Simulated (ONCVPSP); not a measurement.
aluminium ONCV: all-electron and pseudo phase curves

Al (Z = 13), optimised norm-conserving Vanderbilt (ONCV), made with ONCVPSP 4.0.1 (revPBE, non-relativistic). Core [Ne], reference 3s2 3p1. Waves: 3s: rc 1.80 bohr, ncon 4, nbas 7, qcut 3 1/bohr, 2 projectors, debl 1.3 Ha; 3p: rc 1.90 bohr, ncon 4, nbas 7, qcut 4 1/bohr, 2 projectors, debl 1.5 Ha; d scattering state at 0.43 Ha: rc 1.65 bohr, ncon 4, nbas 7, qcut 6.6 1/bohr, 2 projectors, debl 1.9 Ha. Local part: polynomial inside 1.55 bohr (lpopt 5, dvloc0 0 Ha). Core correction: Teter function, fcfact 3.5, rcfact 1.1.

The phase is arctan(r·R′/R) of the radial function R(r), unwrapped; energies in Ha, scanned from -2 to 5 Ha. A pole is an energy at which the radial function vanishes at the test radius. The pseudo phase is shifted by a multiple of π to meet the all-electron one at the reference energy, and phase errors are pseudo minus all-electron; the curves can meet again beyond the range given. Levels narrower than the energy grid can be missing from the lists of poles.

Task: For each channel, where are the poles, and over which energies does the pseudopotential scatter like the atom?

Result:

```
channel  radius (bohr)  reference energy (Ha)  poles, all-electron  poles, pseudo  unbroken range about the reference energy with phases within 0.05 rad  phase error 1 Ha above the reference energy (rad)
      s           1.83                  -0.28                 2.21     1.97, 2.43                                                              below 2.0                                             -0.000
      p           1.93                  -0.10                 2.19     2.16, 4.74                                                              below 2.9                                             -0.001
      d           1.68                   0.43                 2.97           2.97                                                        the whole range                                             +0.000
```

Note: no bound ghost flagged; GHOST(+) flagged for s at 56.9 eV.

Phases in the s channel:

```
E (Ha)  all-electron  pseudo
 -1.98         1.098   1.092
 -1.80         1.052   1.047
 -1.62         0.995   0.990
 -1.44         0.922   0.917
 -1.26         0.826   0.822
 -1.08         0.696   0.692
 -0.90         0.517   0.514
 -0.72         0.275   0.274
 -0.54        -0.028  -0.029
 -0.36        -0.351  -0.351
 -0.18        -0.637  -0.637
  0.00        -0.858  -0.858
  0.18        -1.020  -1.020
  0.36        -1.139  -1.139
  0.54        -1.228  -1.228
  0.72        -1.297  -1.297
  0.90        -1.352  -1.352
  1.08        -1.397  -1.397
  1.26        -1.434  -1.434
  1.44        -1.467  -1.467
  1.62        -1.495  -1.497
  1.80        -1.520  -1.527
  1.98        -1.544  -1.575
  2.16        -1.565  -4.642
  2.34        -1.586  -4.699
  2.52        -1.606  -4.724
  2.70        -1.626  -4.744
  2.88        -1.646  -4.763
  3.06        -1.667  -4.781
  3.24        -1.689  -4.800
  3.42        -1.713  -4.819
  3.60        -1.740  -4.839
  3.78        -1.770  -4.860
  3.96        -1.805  -4.884
  4.14        -1.848  -4.911
  4.32        -1.901  -4.943
  4.50        -1.972  -4.980
  4.68        -2.068  -5.027
  4.86        -2.209  -5.087
```
